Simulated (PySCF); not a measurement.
**Electronic structure of Sn⁺ (tin, charge +1) at the UHF level**

Configuration: [Kr] 4d10 5s2 6s1, 2S determinant (an excited configuration). Computed with PySCF 2.14 in aug-cc-pwCVTZ-DK3, with scalar relativity by spin-free X2C-1e.

| Property | Result |
| --- | --- |
| Total energy | -6173.046115 hartree |
| One-electron energy | -8468.4389 hartree |
| Hartree (Coulomb) energy | 2459.0827 hartree |
| Exchange energy | -163.6898 hartree |
| ⟨S²⟩ | 0.7501 |
| ⟨L²⟩ | 0.000 |
| Sum of ⟨r⟩ | 35.05 bohr |
| Sum of ⟨r²⟩ | 72.91 bohr² |
| Langevin diamagnetic susceptibility | -57.7 ×10⁻⁶ cm³/mol |

```csv
shell,electrons,mean orbital energy (hartree),"rms radius, mean of both spins (bohr)"
1s α,1,-1078.76247,0.0335
1s β,1,-1078.76181,0.0335
2s α,1,-166.65955,0.136
2s β,1,-166.65888,0.136
2p α,3,-149.49590,0.121
2p β,3,-149.49569,0.121
3s α,1,-33.99210,0.361
3s β,1,-33.99087,0.361
3p α,3,-28.22663,0.362
3p β,3,-28.22614,0.362
3d α,5,-19.33571,0.341
3d β,5,-19.33551,0.341
4s α,1,-6.32959,0.874
4s β,1,-6.32697,0.874
4p α,3,-4.49345,0.951
4p β,3,-4.49244,0.951
4d α,5,-1.75202,1.18
4d β,5,-1.75081,1.18
5s α,1,-0.87832,2.43
5s β,1,-0.86772,2.43
6s α,1,-0.26437,6.16
```

The outer electron is Rydberg-like, and this basis confines it to a smaller radius and binds it less than a complete one would.

Densities and radii are taken from the X2C orbitals without a picture-change correction, which distorts them close to the nucleus.
